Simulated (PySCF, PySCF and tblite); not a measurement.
One step of a conformer study of C₇H₈OS₂, numbered as in [CH3:1][S@:2](=[O:3])[c:4]1[cH:5][cH:6][cH:7][c:8]([SH:9])[cH:10]1: PySCF 2.14.0, density-fitted response routines, GIAO PBE0/pcSseg-1 NMR shielding, non-relativistic, gas phase; conformer with 171°, -1°.

Torsions listed: O3–S2–C4–C5, C7–C8–S9–H9.

Input:

```
{"job": {"xc": "PBE0", "basis": "pcSseg-1", "kind": "nmr", "pop": false}, "charge": 0, "multiplicity": 1}
C      2.841933    -0.187326    -0.457339
S      2.058861    -0.509361     1.191706
O      2.008852    -1.962619     1.331156
C      0.401734    -0.001892     0.612922
C      0.071207     1.341616     0.552970
C     -1.191288     1.702041     0.113539
C     -2.109635     0.733243    -0.253474
C     -1.769513    -0.612158    -0.176133
S     -2.902882    -1.887914    -0.626932
C     -0.503897    -0.980201     0.264997
H      2.764617     0.870552    -0.678460
H      2.336708    -0.780699    -1.211295
H      3.883006    -0.485108    -0.386885
H      0.790121     2.090684     0.847308
H     -1.468074     2.744033     0.056310
H     -3.092363     1.024882    -0.595108
H     -3.911276    -1.074931    -0.942429
H     -0.216870    -2.018524     0.345492
```

Launched as:

```sh
OMP_NUM_THREADS=1 python ens_run.py task.json out
```

Output (atoms count from 0 there):

```
coarse grid: 16896 points
cycle   1  E = -1142.1141473963  dE =  1.990e+00  |g| = 9.048e-01  |ddm| = 4.507e+00
cycle   2  E = -1141.4244197358  dE =  6.897e-01  |g| = 2.041e+00  |ddm| = 4.627e+00
cycle   3  E = -1142.2629749987  dE = -8.386e-01  |g| = 2.573e-01  |ddm| = 3.890e+00
cycle   4  E = -1142.2762099014  dE = -1.323e-02  |g| = 1.234e-01  |ddm| = 4.679e-01
cycle   5  E = -1142.2797110480  dE = -3.501e-03  |g| = 4.257e-02  |ddm| = 1.736e-01
cycle   6  E = -1142.2801750730  dE = -4.640e-04  |g| = 1.114e-02  |ddm| = 5.336e-02
cycle   7  E = -1142.2802075801  dE = -3.251e-05  |g| = 2.769e-03  |ddm| = 1.636e-02
cycle   8  E = -1142.2802093869  dE = -1.807e-06  |g| = 4.501e-04  |ddm| = 4.313e-03
final grid: 156136 points
cycle   9  E = -1142.3547012990  dE = -2.658e-05  |g| = 1.177e-02  |ddm| = 5.683e-02
cycle  10  E = -1142.3546489847  dE =  5.231e-05  |g| = 1.921e-02  |ddm| = 3.799e-02
cycle  11  E = -1142.3547320470  dE = -8.306e-05  |g| = 3.198e-03  |ddm| = 2.767e-02
cycle  12  E = -1142.3547340439  dE = -1.997e-06  |g| = 3.573e-04  |ddm| = 3.949e-03
cycle  13  E = -1142.3547340695  dE = -2.555e-08  |g| = 1.909e-04  |ddm| = 6.738e-04
cycle  14  E = -1142.3547340789  dE = -9.432e-09  |g| = 5.214e-05  |ddm| = 2.465e-04
cycle  15  E = -1142.3547340796  dE = -6.976e-10  |g| = 1.080e-05  |ddm| = 6.929e-05
converged SCF energy = -1142.3547340796

GIAO shielding tensors (ppm)
atom      isotropic    diamagn.    paramagn.     s11        s22        s33       span
  0 C      133.815     253.662    -119.847     98.908    122.217    180.320     81.412
  1 S      196.630    1052.729    -856.099     46.671     98.799    444.419    397.748
  2 O      295.605     397.807    -102.202     92.293    313.188    481.334    389.041
  3 C       25.269     266.850    -241.581    -48.248     -8.413    132.467    180.715
  4 C       63.843     252.745    -188.903    -34.224     46.955    178.797    213.021
  5 C       53.025     254.835    -201.810    -53.103     38.133    174.047    227.150
  6 C       53.602     252.843    -199.240    -45.325     55.502    150.631    195.956
  7 C       40.527     263.469    -222.942    -50.874     19.799    152.656    203.530
  8 S      497.620    1054.188    -556.569    309.250    390.616    792.993    483.744
  9 C       63.328     249.163    -185.834    -38.385     38.568    189.802    228.188
 10 H       30.002      31.441      -1.439     25.845     29.283     34.879      9.034
 11 H       29.396      31.742      -2.346     26.137     29.337     32.715      6.578
 12 H       29.054      28.190       0.864     25.858     26.363     34.940      9.081
 13 H       24.855      32.669      -7.814     21.240     24.480     28.844      7.605
 14 H       24.335      30.448      -6.113     20.720     25.355     26.931      6.211
 15 H       24.415      32.921      -8.506     19.975     24.166     29.105      9.131
 16 H       27.896      29.759      -1.863     20.705     27.127     35.855     15.150
 17 H       23.626      33.202      -9.576     18.344     21.373     31.162     12.818
```

It took 39 s on 1 thread of AMD EPYC 7B13, shared host (rough), peak memory 1.1 GiB, launched as `OMP_NUM_THREADS=1 python ens_run.py task.json out`.
